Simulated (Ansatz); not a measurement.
`F[SiH](F)N[SiH2]Cl` → `N[SiH](F)F` + `[SiH]Cl`  (silylene formation by 1,1-elimination)

Computed with Ansatz on PBE0-D4/def2-TZVP structures; ΔE is electronic, products minus reactants. CCSD(T)/CBS is the MP2 limit (def2-TZVPP, def2-QZVPP) plus CCSD(T) − MP2 in def2-TZVPP, frozen cores. This one scheme is used for every species. Functionals use def2-TZVPP. B3LYP here is the variant with VWN-RPA as its local correlation; programs differ in this. One conformer a species, not always the lowest.

```csv
level,ΔE (kJ/mol),difference from CCSD(T)/CBS
r2SCAN-D4,275.2,13.4
PBE0-D4,264.8,3.0
B3LYP-D4,253.1,-8.7
B2PLYP,252.2,-9.6
PBE,237.9,-23.9
r2SCAN,272.0,10.2
CCSD/def2-TZVPP,255.3,-6.5
HF/def2-QZVPP,254.9,-6.9
MP2/def2-QZVPP,279.6,17.8
CCSD/CBS(def2),260.0,-1.8
CCSD(T)/CBS,261.8,0
```

Largest T1 diagnostic among the species: 0.013.

From PBE to PBE0 (25 % exact exchange), in def2-TZVPP and without D4, ΔE moves by +16.8 kJ/mol. In def2-TZVPP, CCSD(T) changes the Hartree–Fock value by +3.5 kJ/mol (the triples alone add +1.9 kJ/mol) and MP2 by +22.8 kJ/mol.

CCSD(T)/CBS has its own doubt, a few kJ/mol and more with outer-core shells, so smaller differences from it don't rank the levels.
